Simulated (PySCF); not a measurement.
# Assignment exercise: C₆H₅F₃O

Geometry:
```json
{"atom": "F1", "x (Å)": "-1.747", "y (Å)": "-1.570", "z (Å)": "-0.807"}
{"atom": "C2", "x (Å)": "-1.948", "y (Å)": "-0.261", "z (Å)": "-0.654"}
{"atom": "F3", "x (Å)": "-1.624", "y (Å)": "0.334", "z (Å)": "-1.809"}
{"atom": "F4", "x (Å)": "-3.259", "y (Å)": "-0.075", "z (Å)": "-0.467"}
{"atom": "C5", "x (Å)": "-1.158", "y (Å)": "0.303", "z (Å)": "0.505"}
{"atom": "C6", "x (Å)": "0.314", "y (Å)": "0.103", "z (Å)": "0.375"}
{"atom": "C7", "x (Å)": "1.195", "y (Å)": "0.683", "z (Å)": "-0.598"}
{"atom": "C8", "x (Å)": "2.436", "y (Å)": "0.199", "z (Å)": "-0.314"}
{"atom": "O9", "x (Å)": "2.388", "y (Å)": "-0.625", "z (Å)": "0.751"}
{"atom": "C10", "x (Å)": "1.108", "y (Å)": "-0.682", "z (Å)": "1.161"}
{"atom": "H11", "x (Å)": "-1.539", "y (Å)": "-0.176", "z (Å)": "1.418"}
{"atom": "H12", "x (Å)": "-1.411", "y (Å)": "1.373", "z (Å)": "0.566"}
{"atom": "H13", "x (Å)": "0.927", "y (Å)": "1.360", "z (Å)": "-1.405"}
{"atom": "H14", "x (Å)": "3.414", "y (Å)": "0.346", "z (Å)": "-0.765"}
{"atom": "H15", "x (Å)": "0.901", "y (Å)": "-1.313", "z (Å)": "2.022"}
```

Theory: GIAO KT3/pcSseg-1 shieldings, PBE0-D3(BJ)/def2-SVP geometry, couplings computed with B3LYP/pcJ-1 (spin–dipole term only in couplings to heteroatoms), in PySCF (no solvent model, single conformer, no relativistic terms, rapidly exchanging positions averaged).

Scale: 13C (182.31 ppm) and 1H (31.32 ppm) vs TMS (reference shieldings calculated alike).

(1) Assign these signals to the numbered atoms. 13C{1H} NMR (computed): δ 135.5 (CH), 133.7 (CH), 128.2 (C, q, J = 341.7 Hz), 110.8 (C, q, J = 2.6 Hz), 107.2 (CH), 32.9 (CH2, q, J = 33.6 Hz).

(2) Assign these signals to the numbered atoms. 1H NMR (500 MHz, computed): δ 7.30 (dd, J = 2.3, 1.5 Hz, 1H), 7.22 (q, J = 1.1 Hz, 1H), 6.49 (dq, J = 2.3, 1.5 Hz, 1H), 2.92 (qd, J = 10.1, 1.0 Hz, 2H).

Results:

(1) 
135.5 → C8, aromatic CH next to the ring oxygen
133.7 → C10, aromatic CH next to the ring oxygen
128.2 → C2, CF3 carbon: 3 electronegative neighbours deshield it
110.8 → C6, substituted aromatic carbon
107.2 → C7, aromatic CH
32.9 → C5, sp3 CH2 on an aromatic ring: aliphatic region, no heteroatom directly attached

C8 and C10 lie closer than the usual error of such a calculation, so a measured spectrum could show them in the other order.

(2) 
7.30 → H14, hydrogen on an aromatic CH next to the ring oxygen: it sits in the deshielding region of the aromatic ring current
7.22 → H15, hydrogen on an aromatic CH next to the ring oxygen
6.49 → H13, hydrogen on an aromatic CH: the ring current deshields protons in the ring plane
2.92 → H11/H12, hydrogen on an sp3 CH2 on an aromatic ring: benzylic-type position, deshielded by the ring

H14 and H15 lie closer than the usual error of such a calculation, so a measured spectrum could show them in the other order.

C–F couplings over four or more bonds (about 3 Hz to the para carbon of a fluoroarene) are left out. Common functionals overestimate the size of one-bond C–F couplings by tens of Hz; these are unscaled. Multiplet labels drop couplings under 1 Hz and merge nearly equal ones. Unscaled 3J(H,H) at this level run about 10 % above measured values. Shifts are as computed, not scaled to solution data. Of 1211 compounds with measured shifts, 218 miss one by over three times the rms of a fit or turn the order of signals round; such compounds aren't used in these exercises.
